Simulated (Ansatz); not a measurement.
Ansatz (a program for electronic structure) input:

Ansatz 0.2 input:
```yaml
crystal:
  periodic: [false, false, false]
  atoms:
    - {symbol: Ta, position_ang: [-0.00000000, 0.00000000, -0.00000000]}
    - {symbol: C, position_ang: [1.74787351, -1.00852110, -0.78711037]}
    - {symbol: C, position_ang: [-0.94391181, 1.60055815, -1.11308736]}
    - {symbol: C, position_ang: [0.70789516, 0.95646436, 1.80991153]}
    - {symbol: C, position_ang: [-1.51185686, -1.54850141, 0.09028619]}
    - {symbol: H, position_ang: [2.56881274, -0.30008764, -0.94852153]}
    - {symbol: H, position_ang: [2.11216635, -1.79503083, -0.11164918]}
    - {symbol: H, position_ang: [1.52807231, -1.47455179, -1.75477538]}
    - {symbol: H, position_ang: [-1.28112994, 1.24833671, -2.09497164]}
    - {symbol: H, position_ang: [-0.24038950, 2.42280085, -1.28871778]}
    - {symbol: H, position_ang: [-1.81640242, 2.01283126, -0.58740146]}
    - {symbol: H, position_ang: [1.14547557, 0.22135313, 2.49548254]}
    - {symbol: H, position_ang: [-0.11657975, 1.44463134, 2.34264681]}
    - {symbol: H, position_ang: [1.47194418, 1.71905579, 1.60439255]}
    - {symbol: H, position_ang: [-1.76770810, -1.93685621, -0.90534191]}
    - {symbol: H, position_ang: [-2.43315838, -1.16960219, 0.54801062]}
    - {symbol: H, position_ang: [-1.17110306, -2.39288040, 0.70084636]}
basis:
  gaussian:
    orbitals: def2-SVPD
magnetization: {spin_polarized: true, initial_magnetization: 1}
correlation: {method: ccsd_t, electrons: outside_noble_gas}
output: {forces: true}
```

Q: Which total energy does the run end on?

A: -215.54096 Eh (CCSD(T)/def2-SVPD). The basis has 211 functions.

The spin state was set by rule; other spins were not relaxed.
